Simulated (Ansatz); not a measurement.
Basis sets compared for the cluster Be5Se4 (the lowest singlet isomer of a short search). Total charge 0; singlet. Geometry B3LYP-D4/def2-SVP. Ansatz on 4 threads of Arm Neoverse V2 on a shared host; times are rough, and most runs start from earlier orbitals.

Cartesian coordinates in Å:
```
Be -0.0640 -1.1626 -1.8297
Be 1.1310 1.1945 -1.6824
Be 0.2276 1.6899 0.9662
Be -0.3791 -2.1350 -0.0556
Be -1.0543 -0.6230 2.0090
Se 0.3426 0.2202 -3.2764
Se 1.9442 2.0671 -0.0419
Se -1.4829 1.3595 2.0009
Se -0.6651 -2.6105 1.9098
```

The 6-31G sets use Cartesian d functions. HSE06 is defined as in plane-wave codes, on full-range PBE exchange. Another isomer (singlet) lies 0.61 eV lower at PBE0-D4/def2-TZVP; other spin states weren't run for this one.

Binding counts from free atoms (Be singlet, Se triplet) in the same basis, without a counterpoise term.

```csv
level,functions,energy (Eh),HOMO (eV),LUMO (eV),binding per atom (eV),wall time
HF/6-31G,161,-9671.4746,-9.82,-0.09,2.19,2.8 s
HF/def2-TZVP,287,-9672.9410,-9.74,0.09,2.33,18 s
PBE-D4/def2-SVP,173,-9677.4565,-6.33,-3.39,3.26,3.1 s
PBE-D4/def2-TZVP,287,-9678.7088,-6.36,-3.38,3.23,6 s
PBE0-D4/def2-SVP,173,-9677.7963,-7.45,-2.79,3.20,6 s
PBE0-D4/def2-TZVP,287,-9679.0506,-7.45,-2.74,3.18,17 s
HSE06-D4/def2-TZVP,287,-9679.0562,-7.05,-3.10,3.19,15 s
```

**Question.** Estimate the rows for PBE-D4/def2-TZVPD, PBE0-D4/def2-TZVPD, HSE06-D4/def2-TZVPD.

**Answer.** 
```json
{"level": "PBE-D4/def2-TZVPD", "functions": "338", "energy (Eh)": "-9678.7110", "HOMO (eV)": "-6.39", "LUMO (eV)": "-3.42", "binding per atom (eV)": "3.23", "wall time": "12 s"}
{"level": "PBE0-D4/def2-TZVPD", "functions": "338", "energy (Eh)": "-9679.0524", "HOMO (eV)": "-7.47", "LUMO (eV)": "-2.76", "binding per atom (eV)": "3.18", "wall time": "21 s"}
{"level": "HSE06-D4/def2-TZVPD", "functions": "338", "energy (Eh)": "-9679.0581", "HOMO (eV)": "-7.08", "LUMO (eV)": "-3.12", "binding per atom (eV)": "3.19", "wall time": "24 s"}
```
